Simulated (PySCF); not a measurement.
Here is a job for PySCF.
```python
from pyscf import gto, scf, dft

mol = gto.M(
    atom='''
N    -0.000000   -0.000000   -0.549110
N     0.000000    0.000000    0.549110
''',
    basis='def2-svp',
    charge=0,
    spin=0,
    verbose=4,
)

mf = dft.RKS(mol)
mf.xc = 'pbe0'
mf = mf.density_fit(auxbasis='def2-universal-jkfit')
mf.kernel()
```

Estimate the nuclear repulsion energy that PySCF with DF-PBE0/def2-SVP returns for this input.

23.6106 Eh

Predict the total energy from DF-PBE0/def2-SVP.

-109.3151 Eh
